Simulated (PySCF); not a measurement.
SMILES Brc1ncn[nH]1, C₂H₂BrN₃: coupling constants with relativity

Geometry:
```tsv
atom	x (Å)	y (Å)	z (Å)
Br1	2.050	-0.190	-1.824
C2	0.692	-0.187	-0.562
N3	0.334	-1.171	0.220
C4	-0.693	-0.628	0.922
N5	-0.979	0.622	0.614
N6	-0.083	0.894	-0.339
H7	-1.248	-1.174	1.684
H8	-0.045	1.803	-0.785
```

Calculated values (PySCF 2.14 with density-fitted X2C routines): indirect couplings, PBE0/pcJ-1 (dyall-v2z on Br), gas phase, finite nuclei, structure from PBE0-D3(BJ)/def2-SVP.

Non-relativistic values:
```tsv
coupling	atoms	J (Hz)
1J(79Br,13C)	Br1 – C2	-208.7
2J(79Br,15N)	Br1 – N3	-8.6
2J(79Br,15N)	Br1 – N6	5.9
3J(79Br,13C)	Br1 – C4	1.3
3J(79Br,15N)	Br1 – N5	7.1
3J(79Br,1H)	Br1 – H8	-3.3
4J(79Br,1H)	Br1 – H7	-0.6
```

What do two-component X2C with spin–orbit coupling give?

## Answers


```csv
coupling,atoms,with spin–orbit (Hz)
"1J(79Br,13C)",Br1 – C2,-229.0
"2J(79Br,15N)",Br1 – N3,-8.3
"2J(79Br,15N)",Br1 – N6,7.4
"3J(79Br,13C)",Br1 – C4,0.9
"3J(79Br,15N)",Br1 – N5,7.3
"3J(79Br,1H)",Br1 – H8,-3.4
"4J(79Br,1H)",Br1 – H7,-0.8
```

The largest listed coupling, 1J(79Br,13C), ends at 1.10 times its non-relativistic value. Couplings to strongly quadrupolar nuclei (79Br) are seldom resolved in solution.
